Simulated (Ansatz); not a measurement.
Na6Sb. Total charge 0; doublet. Geometry PBE-D4/def2-SVP; atoms count from 1.

Cartesian coordinates in Å:
```
Sb -0.277 0.745 -0.850
Na 0.668 3.535 -1.098
Na -1.364 -1.804 0.281
Na -2.322 2.471 0.419
Na 1.649 -1.552 -1.053
Na 0.817 1.219 1.830
Na 0.828 -4.613 0.471
```

In the def2 sets Sb takes a core potential; there is no spin–orbit coupling. Another isomer (doublet) lies 0.02 eV lower at PBE-D4/def2-TZVP; other spin states weren't run for this one.

Estimate the Mulliken populations from the PBE0/def2-TZVP orbitals of Ansatz.


```
atom  charge (e)  spin (α − β)
 Sb1       -0.81          0.14
 Na2        0.11          0.32
 Na3        0.24         -0.01
 Na4        0.13          0.32
 Na5        0.18          0.00
 Na6        0.31          0.09
 Na7       -0.16          0.14
```
Mulliken values and Mayer orders depend strongly on the basis.

Where does the spin sit?

Summed by element: Sb 0.14, Na 0.86, of 1 unpaired in all. Largest on single atoms: Na4 0.32, Na2 0.32, Na7 0.14.

And the Mayer bond orders between bonded heavy atoms (over 0.3)?

Sb1–Na2 0.59 (2.96 Å); Sb1–Na3 0.47 (2.99 Å); Sb1–Na4 0.58 (2.96 Å); Sb1–Na5 0.48 (3.00 Å); Sb1–Na6 0.69 (2.93 Å); Na2–Na4 0.33 (3.52 Å); Na3–Na7 0.41 (3.57 Å); Na5–Na7 0.45 (3.52 Å).
